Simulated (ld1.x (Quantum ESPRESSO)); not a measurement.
## Pseudopotential generation for phosphorus (P): ultrasoft, revPBE, scalar-relativistic.

```
Element                 : phosphorus
Generator               : ld1.x (Quantum ESPRESSO) 7.5
Type                    : ultrasoft
Functional              : revPBE
Relativity              : scalar-relativistic
Frozen core             : [He]
Valence charge          : 13
Reference configuration : 2s2 2p6 3s2 3p3
Partial waves           : 2s (bound): rcut 0.70, rcutus 0.90 bohr; 3s (bound): rcut 0.70, rcutus 0.90 bohr; 2p (bound): rcut 0.80, rcutus 1.05 bohr; 3p (bound): rcut 0.80, rcutus 1.05 bohr
Local potential         : all-electron potential smoothed inside 0.70 bohr (lloc = -2)
Core correction         : Bessel-smoothed model core, default radius (core density twice the valence density)
Augmentation charge     : PSQ, radius 0.55 bohr
```

All-electron outer shells of the reference configuration (revPBE, scalar-relativistic, ld1.x):

```json
{"shell": "1s", "level (eV)": "-2084.58", "outermost node (bohr)": "–", "outermost maximum (bohr)": "0.07"}
{"shell": "2s", "level (eV)": "-174.10", "outermost node (bohr)": "0.14", "outermost maximum (bohr)": "0.42"}
{"shell": "2p", "level (eV)": "-124.45", "outermost node (bohr)": "–", "outermost maximum (bohr)": "0.36"}
{"shell": "3s", "level (eV)": "-13.94", "outermost node (bohr)": "0.65", "outermost maximum (bohr)": "1.58"}
{"shell": "3p", "level (eV)": "-5.48", "outermost node (bohr)": "0.64", "outermost maximum (bohr)": "1.83"}
```

Task: Does the generator finish with these settings?

Result: Yes, a potential is produced and its reference levels are reproduced.

Task: Estimate the cutoffs (Ry, on a coarse ladder) from which the occupation-weighted sum of valence levels, in a spherical-Bessel basis at the reference potential, stays within 10 and 1 mRy of its value at 400 Ry.

Result: 160 Ry and 260 Ry.

Task: What does a ghost test show?

Result: No extra level below or beside the all-electron valence levels (s, p, d, f tested).

Task: Is the overlap operator S = 1 + Σ q|β⟩⟨β| positive definite (Bessel basis up to 400 Ry)?

Result: Yes: its lowest eigenvalue is 0.12 (s channel).

Task: Which valence shell sets the plane-wave cutoff?

Result: 3p: its level needs 200 Ry to come within 1 mRy, against 140 Ry for 3s.

Task: Tests: 2s2 2p6 3s2 3p2; 2s2 2p6 3s2 3p1; 2s2 2p6 3s2 3p0; 2s2 2p6 3s2 3p2.5; 2s2 2p6 3s1 3p3; 2s2 2p6 3s1 3p4; 2s2 2p6 3s2 3p3.3. Which has the largest error in its energy relative to the reference configuration, and how large is it?

Result: 2s2 2p6 3s2 3p0, with -56 meV (all-electron minus pseudo) on +58.53 eV.
